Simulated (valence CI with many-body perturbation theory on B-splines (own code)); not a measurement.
Results of a calculation; reference values are marked as such.
Energy levels of Ru38+

Method: relativistic CI+MBPT: four valence electrons over a frozen Dirac-Fock core [He], radial functions for each j: 11 s, 11 p, 10 d, 8 f, 5 g, 2 h, with the one-electron correlation potential Σ1 (screened to all orders), the two-electron term Σ2, the three-electron term Σ3, Breit, model QED; selected single and double excitations, second order for the rest, scaled by the run's own slope (own B-spline code, finite nucleus).

The last digits are not significant, and no measured levels were compared; by estimate large intervals hold to a few tenths of a per cent, small ones and those within an open d or f shell to about a per cent. Among the levels kept, up to 900 cm⁻¹ of a level comes from second order outside the variational space, and about a tenth of that is noise between levels of different J, which matters for small intervals.

Levels 181 to 204 of 204, with energies above the lowest level, (2s^2 2p1/2^2) J=0. "Leading %" is the weight of the configuration and term that name the level; weights of strongly mixed levels are sums over their largest components and can fall short. In the jj column 3d3/2^4 stands for four electrons in 3d with j = 3/2.

```csv
No.,Configuration,Term,J,E (eV),Leading %,Second component,g,Leading jj
181,2p3 3s,3P°,0,3785.1,98,,,2p1/2 2p3/2^2 3s (98 %)
182,2s 2p2 3d,3P,1,3785.5,49,33 % 2s 2p2 3d 1P,1.273,2s 2p3/2^2 3d5/2 (83 %)
183,2p3 3s,3P°,1,3790.0,62,29 % 2p3 3s 1P°,1.303,2p1/2 2p3/2^2 3s (91 %)
184,2s 2p2 3d,1D,2,3796.7,55,21 % 2s 2p2 3d 3P,1.094,2s 2p3/2^2 3d5/2 (78 %)
185,2p3 3p,3F,3,3797.4,40,28 % 2p3 3p 1F,1.108,2p1/2 2p3/2^2 3p1/2 (92 %)
186,2p3 3p,3P,2,3815.5,58,21 % 2p3 3p 1D,1.337,2p1/2 2p3/2^2 3p1/2 (96 %)
187,2p3 3p,5P,3,3819.6,49,24 % 2p3 3p 3F,1.364,2p1/2 2p3/2^2 3p3/2 (97 %)
188,2p3 3p,3P,2,3820.3,37,31 % 2p3 3p 3D,1.399,2p1/2 2p3/2^2 3p3/2 (97 %)
189,2p3 3p,3P,0,3821.1,96,,,2p1/2 2p3/2^2 3p3/2 (95 %)
190,2p3 3p,3D,1,3822.4,59,29 % 2p3 3p 1P,0.757,2p1/2 2p3/2^2 3p1/2 (67 %)
191,2p3 3p,3D,1,3835.3,42,27 % 2p3 3p 1P,0.903,2p1/2 2p3/2^2 3p3/2 (68 %)
192,2p3 3p,3D,3,3836.0,66,29 % 2p3 3p 1F,1.216,2p1/2 2p3/2^2 3p3/2 (98 %)
193,2p3 3p,3F,4,3836.8,98,,1.240,2p1/2 2p3/2^2 3p3/2 (98 %)
194,2p3 3p,3P,0,3850.9,64,34 % 2p3 3p 1S,,2p1/2 2p3/2^2 3p1/2 (95 %)
195,2p3 3p,3P,1,3851.1,73,19 % 2p3 3p 1P,1.417,2p1/2 2p3/2^2 3p3/2 (97 %)
196,2p3 3p,1D,2,3860.7,52,28 % 2p3 3p 3P,1.154,2p1/2 2p3/2^2 3p3/2 (98 %)
197,2p3 3d,3D°,1,3863.7,48,37 % 2p3 3d 5D°,0.951,2p1/2 2p3/2^2 3d3/2 (95 %)
198,2p3 3d,3F°,2,3864.6,41,35 % 2p3 3d 5D°,1.073,2p1/2 2p3/2^2 3d3/2 (95 %)
199,2p3 3d,5D°,0,3865.5,46,36 % 2p3 3d 1S°,,2p1/2 2p3/2^2 3d3/2 (93 %)
200,2p3 3d,5D°,3,3868.8,30,29 % 2p3 3d 3F°,1.132,2p1/2 2p3/2^2 3d3/2 (84 %)
201,2p3 3p,3P,1,3872.3,46,30 % 2p3 3p 3S,1.485,2p1/2 2p3/2^2 3p3/2 (98 %)
202,2p3 3d,5D°,4,3873.4,48,34 % 2p3 3d 3G°,1.264,2p1/2 2p3/2^2 3d5/2 (96 %)
203,2p3 3p,3D,2,3873.9,53,29 % 2p3 3p 1D,1.147,2p1/2 2p3/2^2 3p3/2 (96 %)
204,2p3 3d,3D°,3,3874.5,63,13 % 2p3 3d 5D°,1.245,2p1/2 2p3/2^2 3d5/2 (87 %)
```
